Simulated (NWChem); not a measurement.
The numbers come from NWChem runs, not from measurements. System: CH3Cl3Si, charge 0, spin multiplicity 1, displaced from the optimised geometry. The structure started from a generated list of species.

Input file:

```
start mol
memory heap 200 mb stack 900 mb global 1100 mb
geometry units angstroms nocenter noautoz
  C     -0.194038    -2.140373     0.000000
  Si    -0.023833    -0.263099     0.000000
  Cl     1.019138     0.384039     1.697933
  Cl     1.019138     0.384039    -1.697933
  Cl    -1.909782     0.649446     0.000000
  H     -0.753723    -2.476491     0.912845
  H     -0.753723    -2.476491    -0.912845
  H      0.820922    -2.619299     0.000000
  symmetry group Cs
end
basis spherical
  * library def2-svp
end
dft
  xc slater vwn_5
  semidirect memsize 60000000 filesize 0
  iterations 100
  convergence nodiis damp 40
end
task dft gradient
```

The output up to the point where the run's verdict is printed (cleaned and shortened):

```
             Northwest Computational Chemistry Package (NWChem) 7.3.0
             --------------------------------------------------------

                                NWChem Input Module
                                -------------------

 Scaling coordinates for geometry "geometry" by  1.889725989
 (inverse scale =  0.529177249)

 Turning off AUTOSYM since
 SYMMETRY directive was detected!

                             Geometry "geometry" -> ""
                             -------------------------

 Output coordinates in angstroms (scale by  1.889725989 to convert to a.u.)

  No.       Tag          Charge          X              Y              Z
 ---- ---------------- ---------- -------------- -------------- --------------
    1 C                    6.0000    -0.19403800    -2.14037300     0.00000000
    2 Si                  14.0000    -0.02383300    -0.26309900     0.00000000
    3 Cl                  17.0000     1.01913800     0.38403900     1.69793300
    4 Cl                  17.0000     1.01913800     0.38403900    -1.69793300
    5 Cl                  17.0000    -1.90978200     0.64944600     0.00000000
    6 H                    1.0000    -0.75372300    -2.47649100     0.91284500
    7 H                    1.0000    -0.75372300    -2.47649100    -0.91284500
    8 H                    1.0000     0.82092200    -2.61929900     0.00000000

 Effective nuclear repulsion energy (a.u.)     428.6567516226

            Nuclear Dipole moment (a.u.)
            ----------------------------
        X                 Y               Z
 ---------------- ---------------- ----------------
    -0.0000302356     0.0000056692     0.0000000000

      Symmetry information
      --------------------

 Group name             Cs
 Group number              2
 Group order               2
 No. of unique centers     6

      Symmetry unique atoms

     1    2    3    5    6    8


 Summary of "ao basis" -> "" (spherical)
 ------------------------------------------------------------------------------
       Tag                 Description            Shells   Functions and Types
[...]
 d= 0,ls=0.5         52  -1546.4591082290  8.52D+01  5.07D-01               4.9
 d= 0,ls=0.5         53  -1631.6458120513 -8.52D+01  5.07D-01               5.0
 d= 0,ls=0.5         54  -1546.4591086045  8.52D+01  5.07D-01               5.1
 d= 0,ls=0.5         55  -1631.6458093044 -8.52D+01  5.07D-01               5.2
 d= 0,ls=0.5         56  -1546.4591088178  8.52D+01  5.07D-01               5.3
 d= 0,ls=0.5         57  -1631.6458077443 -8.52D+01  5.07D-01               5.4
 d= 0,ls=0.5         58  -1546.4591089389  8.52D+01  5.07D-01               5.5
 d= 0,ls=0.5         59  -1631.6458068583 -8.52D+01  5.07D-01               5.5
 d= 0,ls=0.5         60  -1546.4591090077  8.52D+01  5.07D-01               5.6
 d= 0,ls=0.5         61  -1631.6458063552 -8.52D+01  5.07D-01               5.7
 d= 0,ls=0.5         62  -1546.4591090468  8.52D+01  5.07D-01               5.8
 d= 0,ls=0.5         63  -1631.6458060694 -8.52D+01  5.07D-01               5.9
 d= 0,ls=0.5         64  -1546.4591090690  8.52D+01  5.07D-01               6.0
 d= 0,ls=0.5         65  -1631.6458059071 -8.52D+01  5.07D-01               6.0
 d= 0,ls=0.5         66  -1546.4591090816  8.52D+01  5.07D-01               6.1
 d= 0,ls=0.5         67  -1631.6458058149 -8.52D+01  5.07D-01               6.2
 d= 0,ls=0.5         68  -1546.4591090887  8.52D+01  5.07D-01               6.3
 d= 0,ls=0.5         69  -1631.6458057626 -8.52D+01  5.07D-01               6.4
 d= 0,ls=0.5         70  -1546.4591090928  8.52D+01  5.07D-01               6.5
 d= 0,ls=0.5         71  -1631.6458057329 -8.52D+01  5.07D-01               6.6
 d= 0,ls=0.5         72  -1546.4591090951  8.52D+01  5.07D-01               6.6
 d= 0,ls=0.5         73  -1631.6458057160 -8.52D+01  5.07D-01               6.7
 d= 0,ls=0.5         74  -1546.4591090964  8.52D+01  5.07D-01               6.8
 d= 0,ls=0.5         75  -1631.6458057064 -8.52D+01  5.07D-01               6.9
 d= 0,ls=0.5         76  -1546.4591090972  8.52D+01  5.07D-01               7.0
 d= 0,ls=0.5         77  -1631.6458057010 -8.52D+01  5.07D-01               7.1
 d= 0,ls=0.5         78  -1546.4591090976  8.52D+01  5.07D-01               7.1
 d= 0,ls=0.5         79  -1631.6458056979 -8.52D+01  5.07D-01               7.2
 d= 0,ls=0.5         80  -1546.4591090978  8.52D+01  5.07D-01               7.3
 d= 0,ls=0.5         81  -1631.6458056961 -8.52D+01  5.07D-01               7.4
 d= 0,ls=0.5         82  -1546.4591090980  8.52D+01  5.07D-01               7.5
 d= 0,ls=0.5         83  -1631.6458056951 -8.52D+01  5.07D-01               7.6
 d= 0,ls=0.5         84  -1546.4591090980  8.52D+01  5.07D-01               7.6
 d= 0,ls=0.5         85  -1631.6458056945 -8.52D+01  5.07D-01               7.7
 d= 0,ls=0.5         86  -1546.4591090981  8.52D+01  5.07D-01               7.8
 d= 0,ls=0.5         87  -1631.6458056942 -8.52D+01  5.07D-01               7.9
 d= 0,ls=0.5         88  -1546.4591090981  8.52D+01  5.07D-01               8.0
 d= 0,ls=0.5         89  -1631.6458056940 -8.52D+01  5.07D-01               8.1
 d= 0,ls=0.5         90  -1546.4591090981  8.52D+01  5.07D-01               8.1
 d= 0,ls=0.5         91  -1631.6458056939 -8.52D+01  5.07D-01               8.2
 d= 0,ls=0.5         92  -1546.4591090981  8.52D+01  5.07D-01               8.3
 d= 0,ls=0.5         93  -1631.6458056939 -8.52D+01  5.07D-01               8.4
 d= 0,ls=0.5         94  -1546.4591090981  8.52D+01  5.07D-01               8.5
 d= 0,ls=0.5         95  -1631.6458056938 -8.52D+01  5.07D-01               8.6
 d= 0,ls=0.5         96  -1546.4591090981  8.52D+01  5.07D-01               8.6
 d= 0,ls=0.5         97  -1631.6458056938 -8.52D+01  5.07D-01               8.7
 d= 0,ls=0.5         98  -1546.4591090981  8.52D+01  5.07D-01               8.8
 d= 0,ls=0.5         99  -1631.6458056938 -8.52D+01  5.07D-01               8.9
 d= 0,ls=0.5        100  -1546.4591090981  8.52D+01  5.07D-01               9.0
```

The run did not converge; its last values are not results. The next line reads: Calculation failed to converge. NWChem stopped with the message: dft gradient failed.
